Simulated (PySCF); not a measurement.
SMILES FC[CH2][GeH3] at its GFN2-xTB optimised geometry (Å):

```
11

F      2.0215     0.1451     0.8392
C      1.5815    -0.8620     0.0000
C      0.0675    -0.8620     0.0000
Ge    -0.5563     1.0180     0.0000
H      2.0205    -1.7945     0.3686
H      1.9832    -0.6253    -0.9898
H     -0.2969    -1.4118    -0.8664
H     -0.3081    -1.3657     0.8912
H     -0.3253     1.6627     1.3200
H      0.1615     1.7945    -1.0539
H     -2.0215     1.0668    -0.3019
```

Level of theory: PBE0/def2-TZVP in PySCF 2.14.0. Cells within 0.4 Å of a nucleus heavier than hydrogen are left out (blank, or x).

Map of the electrostatic potential (hartree/e), clipped to [-0.08, 0.12] on the plane z = 0.6 Å:

```
|22222222222222222222222222222|
|22222222222222222221111222222|
|22222222222222222111111111222|
|22222222222222222111111111112|
|22222222222222222111111111111|
|22222222223333222111111111111|
|22222222234554432211111111111|
|22222222346899753211111111111|
|22222222469999985311000011111|
|22222223599999997321000001111|
|22222234699999999420000000111|
|22222234799999999523541000111|
|22222234699999999569999100011|
|22222223599999998699xx9300011|
|22222223479999999999xx9400111|
|22222223356899999999999311111|
|22222223344799999999999321112|
|22222222334899999999998422222|
|22222222334999999999999432222|
|22222222334799999999999532222|
|22222222333589965589999633222|
|22222222333445444469999533222|
|22222222333333333446876433222|
|22222222233333333344544333222|
|22222222223333333333333333222|
|22222222222333333333333333222|
|22222222222233333333333332222|
|22222222222223333333333322222|
|22222222222222233333333222222|
```
Scale: ten equal steps from -0.040 (start of '0') to 0.120 (end of '9'), in the order '0123456789'; x runs from -4.50 to 4.50, y from -4.50 (bottom) to 4.50 (top).
